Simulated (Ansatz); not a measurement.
Li₃Cl₃, relaxed as a singlet with RKS PBE-D4/def2-SVP in Ansatz, starting from the GFN1-xTB geometry. Force threshold 0.02 eV/Å.

Another isomer (singlet) lies 0.49 eV lower at PBE0-D4/def2-TZVP; other spin states weren't run for this one.

Start:

Cartesian coordinates in Å:
```
Li -1.414 1.371 -0.710
Li 0.160 -0.082 1.322
Li 0.645 -0.708 -0.919
Cl 1.627 -1.562 0.787
Cl -1.638 -0.693 -0.277
Cl 0.619 1.674 -0.203
```

| step | energy (eV) | largest force component (eV/Å) | SCF passes |
| --- | --- | --- | --- |
| 1 | -38162.0003 | 0.490 | 20 |
| 2 | -38162.0404 | 0.200 | 21 |
| 3 | -38162.0457 | 0.160 | 21 |
| 4 | -38162.0541 | 0.010 | 21 |

Force components are those of the run's own axes.

End:

| atom | x (Å) | y (Å) | z (Å) |
| --- | --- | --- | --- |
| Li1 | -1.467 | 1.417 | -0.718 |
| Li2 | 0.130 | -0.119 | 1.334 |
| Li3 | 0.698 | -0.681 | -0.929 |
| Cl4 | 1.668 | -1.611 | 0.817 |
| Cl5 | -1.677 | -0.708 | -0.255 |
| Cl6 | 0.648 | 1.702 | -0.249 |

By distances, no bond broke or formed. The bond that changes most is Li2–Cl6, from 2.37 to 2.47 Å (atoms count from 1).

No frequencies were taken in this run, so the end may be a saddle point.

Run time 3.4 s (4 threads of Arm Neoverse V2 on a shared host).
